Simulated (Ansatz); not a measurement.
The pair A = HCl (SMILES Cl) (first 2 atoms), B = GeH4 (SMILES [GeH4]); geometry from B3LYP-D3(BJ)/def2-TZVP.
(charge 0, multiplicity 1):
```xyz
7

Cl    -0.8399     0.8249    -0.4813
H     -1.0773     0.2103     0.6224
Ge     0.2133    -0.0796     3.3787
H      0.1856     1.4439     3.5504
H     -0.9933    -0.5034     2.5156
H      0.0983    -0.7720     4.7428
H      1.5025    -0.5109     2.6693
```

Frozen-core correlation. Filled d and f shells under p-block atoms count as core.

The values were computed with Ansatz (Gaussian basis) for Hartree–Fock, density functionals and correlated methods. Each number belongs to the level named beside it.

Total energies (hartree), monomers frozen at their geometry in the pair:

| structure | PBE/def2-TZVPPD | MP2/def2-SVPD | CCSD(T)/def2-TZVPPD |
|---|---|---|---|
| AB | -2539.6891930 | -2537.6410238 | -2538.1864278 |
| A in the pair's basis | -460.6292326 | -460.1073067 | -460.3341011 |
| B in the pair's basis | -2079.0586780 | -2077.5327652 | -2077.8511701 |
| A | -460.6291292 | -460.1062228 | -460.3337189 |
| B | -2079.0586159 | -2077.5322923 | -2077.8509539 |

Question: Work out the interaction energy without and with the counterpoise correction, and the superposition error, for each level.

Answer: 
E(AB) − E(A) − E(B), times 627.509 kcal/mol, with the monomers in their own basis and then in the pair's basis:
- PBE/def2-TZVPPD: -0.91 uncorrected, -0.80 corrected; the monomers gain 0.10 kcal/mol from borrowed functions
- MP2/def2-SVPD: -1.57 uncorrected, -0.60 corrected; the monomers gain 0.98 kcal/mol from borrowed functions
- CCSD(T)/def2-TZVPPD: -1.10 uncorrected, -0.73 corrected; the monomers gain 0.38 kcal/mol from borrowed functions

Ansatz is a quantum-chemistry and plane-wave program.
